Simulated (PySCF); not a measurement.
Isomers of C3H4F4. Level of theory: PySCF 2.14.0, PBE0-D3(BJ)/def2-SVP geometry optimisation, gas phase. One conformer each; no zero-point energy, no entropy. No frequencies were run at this level. Point groups hold within 0.08 Å.

**Question.** Rank from lowest to highest electronic energy at this level (kcal/mol).
A. `C[C@@H](F)C(F)(F)F`
B. `[F:1][CH2:2][CH2:3][C:4]([F:5])([F:6])[F:7]` with F1–C2–C3–C4 179° (1,1,1,3-tetrafluoropropane)

**Answer.** A (0.0), B (0.7).

Neighbours under 2.5 kcal/mol apart (C[C@@H](F)C(F)(F)F and FCCC(F)(F)F) can change places with a better method, another conformer or zero-point energy.

| SMILES | E (Eh) | E rel (kcal/mol) | dipole (D) | point group | A, B, C (MHz) |
| --- | --- | --- | --- | --- | --- |
| C[C@@H](F)C(F)(F)F | -515.21170 | 0.0 | 2.22 | C1 | 3554, 2407, 1974 |
| FCCC(F)(F)F | -515.21052 | 0.7 | 0.39 | Cs | 5087, 1429, 1410 |

**Question.** As an exercise, what shares would exp(−E/RT) give at 2000 K from these electronic energies alone (no entropy, no degeneracies)?

**Answer.** RT = 3.974 kcal/mol: C[C@@H](F)C(F)(F)F 54.6 %, FCCC(F)(F)F 45.4 %.
